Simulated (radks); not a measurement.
All-electron atom: the promethium ion Pm+ in [Xe] 4f5 6s1. Method: non-relativistic Kohn-Sham, exchange-only B88, spin-polarised, spherical densities, point nucleus; open shells are filled with parallel spins first (spin-orbit coupling, left out, can overturn this in heavy ions); relativity is left out, which matters for an element this heavy; computed with a radial shooting solver on a logarithmic mesh with Libxc functionals.

Local quantities along the radius. ELF = 1/(1 + alpha^2) is the electron localisation function; alpha = (tau - tau_W)/tau_unif compares the Pauli kinetic energy density with that of the uniform gas (summed over spins).

r (bohr),ELF,alpha
0.001527,0.999,0.02322
0.002069,0.999,0.02538
0.002827,0.999,0.02875
0.003831,0.999,0.03394
0.005234,0.998,0.04281
0.007094,0.997,0.05826
0.009691,0.992,0.08945
0.01313,0.976,0.1564
0.0178,0.907,0.3200
0.02432,0.647,0.7389
0.03296,0.351,1.361
0.04502,0.393,1.243
0.06102,0.658,0.7215
0.08336,0.714,0.6336
0.113,0.452,1.102
0.1543,0.403,1.218
0.2092,0.703,0.6493
0.2835,0.638,0.7540
0.3873,0.212,1.929
0.5249,0.642,0.7460
0.7171,0.698,0.6572
0.9718,0.331,1.423
1.328,0.440,1.127
1.799,0.688,0.6729
2.458,0.365,1.319
3.332,0.149,2.391
4.515,0.772,0.5431
6.168,0.986,0.1175
8.36,0.995,0.07180
11.42,0.980,0.1413

On this mesh the ELF has minima near r = 0.039, 0.13, 0.39, 1.1, 3.3 bohr, which separate the shells, and maxima near 0.071 (0.73), 0.24 (0.74), 0.62 (0.75), 1.8 (0.69).
